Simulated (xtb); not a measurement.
diisopropyl selenide (C6H14Se), singlet, at a GFN2-xTB geometry; GFN1-xTB (xtb 6.7.1).

Input for xtb:
```
$ xtb mol.xyz --gfn 1 --acc 0.1 --json

# file mol.xyz
21

C      1.86446653     1.29407804     0.80317924
C      1.50690558    -0.17259937     0.65139770
C      2.68489215    -0.99790827     0.16360737
Se    -0.00341687    -0.41315183    -0.64432887
C     -1.48670476     0.35052891     0.47190419
C     -1.91146264     1.70546761    -0.06583612
C     -2.64416304    -0.63203627     0.51247011
H      2.19116429     1.70310963    -0.15088233
H      2.67491464     1.40507664     1.52279648
H      1.01422512     1.87378939     1.15742322
H      1.13115908    -0.57491929     1.59824306
H      2.40312917    -2.04381665     0.05518323
H      3.50766455    -0.92945013     0.87370971
H      3.02915302    -0.63217163    -0.80266792
H     -1.04753119     0.45505650     1.46887565
H     -1.06670254     2.38915777    -0.11779913
H     -2.32805585     1.59998211    -1.06575793
H     -2.67131268     2.14223315     0.58145157
H     -2.31920383    -1.59481014     0.90161164
H     -3.04810621    -0.78347580    -0.48724072
H     -3.43792651    -0.24778338     1.15189977
```

What the program printed (banner, timings and long lists left out):

```
   ID    Z sym.   atoms
    1    6 C      1-3, 5-7
    2   34 Se     4
    3    1 H      8-21

           -------------------------------------------------
          |                Calculation Setup                |
           -------------------------------------------------

           -------------------------------------------------
          |                 G F N 1 - x T B                 |
           -------------------------------------------------

          ...................................................
          :                      SETUP                      :
          :.................................................:
          :  # basis functions                  62          :
          :  # atomic orbitals                  61          :
          :  # shells                           43          :
          :  # electrons                        44          :
          :  # halogen bonds                     0          :
          :  max. iterations                   250          :
          :  Hamiltonian                  GFN1-xTB          :
          :  restarted?                      false          :
          :  GBSA solvation                  false          :
          :  PC potential                    false          :
          :  electronic temp.          300.0000000     K    :
          :  accuracy                    0.1000000          :
          :  -> integral cutoff          0.3500000E+02      :
          :  -> integral neglect         0.1000000E-08      :
          :  -> SCF convergence          0.1000000E-06 Eh   :
          :  -> wf. convergence          0.2000000E-05 e    :
          :  Broyden damping             0.4000000          :
          :  net charge                          0          :
          :  unpaired electrons                  0          :
          ...................................................

 iter      E             dE          RMSdq      gap      omega  full diag
   1    -23.8536466 -0.238536E+02  0.750E+00    4.58       0.0  T
   2    -23.8802496 -0.266030E-01  0.456E+00    4.64       1.0  T
   3    -23.8810937 -0.844119E-03  0.466E-01    4.70       1.0  T
   4    -23.8824760 -0.138233E-02  0.108E-01    4.64       1.0  T
   5    -23.8826454 -0.169406E-03  0.331E-02    4.67       1.0  T
   6    -23.8826627 -0.172215E-04  0.307E-03    4.67       7.1  T
   7    -23.8826627 -0.555639E-07  0.498E-04    4.67      43.8  T
   8    -23.8826627 -0.152916E-08  0.502E-05    4.67     434.7  T
   9    -23.8826627 -0.730793E-11  0.247E-05    4.67     884.2  T
  10    -23.8826627 -0.253664E-11  0.564E-06    4.67    3866.4  T
  11    -23.8826627 -0.206057E-12  0.918E-07    4.67   23767.2  T

   *** convergence criteria satisfied after 11 iterations ***

         :::::::::::::::::::::::::::::::::::::::::::::::::::::
         ::                     SUMMARY                     ::
         :::::::::::::::::::::::::::::::::::::::::::::::::::::
         :: total energy             -23.599033979650 Eh    ::
         :: gradient norm              0.028394072225 Eh/a0 ::
         :: HOMO-LUMO gap              4.665284139675 eV    ::
         ::.................................................::
         :: SCC energy               -23.882662707771 Eh    ::
         :: -> electrostatic           0.000425773679 Eh    ::
         :: repulsion energy           0.292741558096 Eh    ::
         :: dispersion energy         -0.009112829975 Eh    ::
         :: halogen bond corr.         0.000000000000 Eh    ::
         :: add. restraining           0.000000000000 Eh    ::
         :: total charge              -0.000000000000 e     ::
         :::::::::::::::::::::::::::::::::::::::::::::::::::::

           -------------------------------------------------
          |                Property Printout                |
           -------------------------------------------------

    * Orbital Energies and Occupations

         #    Occupation            Energy/Eh            Energy/eV
      -------------------------------------------------------------
         1        2.0000           -0.8724034             -23.7393
       ...           ...                  ...                  ...
        10        2.0000           -0.5367733             -14.6063
        11        2.0000           -0.5354025             -14.5690
        12        2.0000           -0.5220316             -14.2052
        13        2.0000           -0.5171968             -14.0736
        14        2.0000           -0.5078297             -13.8187
        15        2.0000           -0.5070299             -13.7970
        16        2.0000           -0.4825483             -13.1308
        17        2.0000           -0.4820033             -13.1160
        18        2.0000           -0.4788336             -13.0297
        19        2.0000           -0.4724863             -12.8570
        20        2.0000           -0.4439481             -12.0804
        21        2.0000           -0.4312601             -11.7352
        22        2.0000           -0.3747237             -10.1968 (HOMO)
        23                         -0.2032777              -5.5315 (LUMO)
        24                         -0.1888576              -5.1391
        25                         -0.1284170              -3.4944
        26                         -0.1224131              -3.3310
        27                         -0.1172498              -3.1905
        28                         -0.1151681              -3.1339
        29                         -0.0989057              -2.6914
        30                         -0.0814585              -2.2166
        31                         -0.0738623              -2.0099
        32                         -0.0627693              -1.7080
        33                         -0.0580372              -1.5793
       ...                                ...                  ...
        61                          0.4893625              13.3162
      -------------------------------------------------------------
                  HL-Gap            0.1714460 Eh            4.6653 eV
             Fermi-level           -0.2890007 Eh           -7.8641 eV

  Mulliken/CM5 charges         n(s)   n(p)   n(d)
     1C    -0.09237 -0.24219   1.011  3.082  0.000
     2C    -0.00643 -0.07898   1.085  2.922  0.000
     3C    -0.08931 -0.23860   1.008  3.081  0.000
     4Se    0.01356  0.00741   1.964  4.090 -0.068
     5C    -0.00777 -0.08036   1.085  2.923  0.000
     6C    -0.09146 -0.24106   1.010  3.081  0.000
     7C    -0.09063 -0.23998   1.009  3.081  0.000
     8H     0.02488  0.07804   0.975  0.000  0.000
     9H     0.02964  0.08187   0.970  0.000  0.000
    10H     0.02742  0.08047   0.973  0.000  0.000
    11H     0.01453  0.07265   0.985  0.000  0.000
    12H     0.02761  0.08024   0.972  0.000  0.000
    13H     0.03120  0.08345   0.969  0.000  0.000
    14H     0.02779  0.08087   0.972  0.000  0.000
    15H     0.01838  0.07730   0.982  0.000  0.000
    16H     0.02505  0.07785   0.975  0.000  0.000
    17H     0.02600  0.07908   0.974  0.000  0.000
    18H     0.02948  0.08165   0.971  0.000  0.000
    19H     0.02549  0.07809   0.975  0.000  0.000
    20H     0.02684  0.07988   0.973  0.000  0.000
    21H     0.03010  0.08232   0.970  0.000  0.000

Wiberg/Mayer (AO) data.
largest (>0.10) Wiberg bond orders for each atom

 ---------------------------------------------------------------------------
     #   Z sym  total        # sym  WBO       # sym  WBO       # sym  WBO
 ---------------------------------------------------------------------------
     1   6 C    3.997 --     2 C    1.026     8 H    0.987    10 H    0.985
                             9 H    0.980
     2   6 C    3.987 --     1 C    1.026     3 C    1.025    11 H    0.988
                             4 Se   0.933
     3   6 C    3.996 --     2 C    1.025    14 H    0.988    12 H    0.987
                            13 H    0.981
     4  34 Se   1.946 --     2 C    0.933     5 C    0.931
     5   6 C    3.986 --     6 C    1.026     7 C    1.025    15 H    0.987
                             4 Se   0.931
     6   6 C    3.996 --     5 C    1.026    17 H    0.987    16 H    0.986
                            18 H    0.981
     7   6 C    3.996 --     5 C    1.025    20 H    0.988    19 H    0.987
                            21 H    0.981
     8   1 H    1.012 --     1 C    0.987
     9   1 H    1.005 --     1 C    0.980
    10   1 H    1.011 --     1 C    0.985
    11   1 H    1.012 --     2 C    0.988
    12   1 H    1.009 --     3 C    0.987
    13   1 H    1.005 --     3 C    0.981
    14   1 H    1.006 --     3 C    0.988
    15   1 H    1.007 --     5 C    0.987
    16   1 H    1.016 --     6 C    0.986
    17   1 H    1.009 --     6 C    0.987
    18   1 H    1.005 --     6 C    0.981
    19   1 H    1.014 --     7 C    0.987
    20   1 H    1.007 --     7 C    0.988
    21   1 H    1.005 --     7 C    0.981
 ---------------------------------------------------------------------------

Topologies differ in total number of bonds
Writing topology from bond orders to xtbtopo.mol

 dipole moment from electron density (au)
     X       Y       Z
   0.0218   0.0850   0.2869  total (Debye):    0.762

           -------------------------------------------------
          | TOTAL ENERGY              -23.599033979650 Eh   |
          | GRADIENT NORM               0.028394072225 Eh/α |
          | HOMO-LUMO GAP               4.665284139675 eV   |
           -------------------------------------------------

normal termination of xtb
```
